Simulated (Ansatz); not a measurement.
`O[SiH2]C(O)Br` + H–F → `O[SiH2]C(F)Br` + H₂O  (substitution at a C–O bond)

Gas-phase electronic energies from Ansatz, PBE0-D4/def2-TZVP geometries. CBS: MP2 limit from def2 TZ/QZ plus the TZ coupled-cluster correction, frozen cores. This one scheme is used for every species. For Br outer-core shells are correlated without core-valence functions, which leaves a few kJ/mol of doubt a bond. Scalar relativity is left out up to krypton. Each species was taken in one conformer, which may not be the lowest.

| level | ΔE (kJ/mol) |
| --- | --- |
| CCSD/def2-TZVPP | 20.8 |
| SCS-MP2/def2-QZVPP | 22.0 |

Problem. What does CCSD(T)/CBS give? (Best estimate.)

Solution. Ansatz gave: +23.9 kJ/mol. The listed levels differ from it by -3.1, -1.9 kJ/mol.

Largest T1 diagnostic among the species: 0.011.

In def2-TZVPP, CCSD(T) changes the Hartree–Fock value by +14.1 kJ/mol (the triples alone add +3.3 kJ/mol) and MP2 by +18.1 kJ/mol. The D4 term adds +4.9 kJ/mol with B3LYP and +2.5 kJ/mol with PBE0; it sums over pairs of atoms, weighted by their polarisabilities, and B3LYP, whose exchange is more repulsive, gets the larger term.

CCSD(T)/CBS has its own doubt, a few kJ/mol and more with outer-core shells, so smaller differences from it don't rank the levels.

B3LYP here is the variant with VWN-RPA as its local correlation; programs differ in this.
